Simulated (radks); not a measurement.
Values are calculated unless marked as measured or tabulated.
Hf16+, configuration [Kr] 4d10 4f10. Code: a radial shooting solver on a logarithmic mesh with Libxc functionals. Model: scalar-relativistic Kohn-Sham, BLYP, spin-polarised, spherical densities, finite nucleus; open shells are filled with parallel spins first (spin-orbit coupling, left out, can overturn this in heavy ions); Fermi nuclear charge, rms radius 5.347 fm. Some entries of the table are withheld. Estimate them.

orbital,occ.,eigenvalue (eV),<r^2> (bohr^2),<1/r> (bohr^-1)
1s down,1,-65641.72,0.0004951,83.78
1s up,1,-65641.70,0.0004951,83.78
2s up,1,-11529.65,0.007641,19.57
2s down,1,-11529.57,0.007641,19.57
2p up,3,-10171.23,0.006282,17.85
2p down,3,-10171.17,0.006282,17.85
3s up,1,-2908.901,0.04976,7.239
3s down,1,-2906.194,0.04970,7.244
3p up,3,-2502.840,0.05037,6.713
3p down,3,-2500.127,0.05030,6.719
3d up,5,-2021.398,0.04183,6.351
3d down,5,-2019.328,0.04175,6.356
4s up,1,-868.4442,0.2417,3.105
4s down,1,-863.4062,0.2420,3.102
4p up,3,(1),0.2713,2.843
4p down,3,(2),0.2718,2.840
4d up,5,-558.1037,0.3065,2.558
4d down,5,-553.3130,0.3074,2.554
4f up,7,-361.6741,0.3577,2.194
4f down,3,-356.7958,0.3615,2.187

Answer. 
(1) 4p up eigenvalue (eV): -733.2023
(2) 4p down eigenvalue (eV): -728.3125
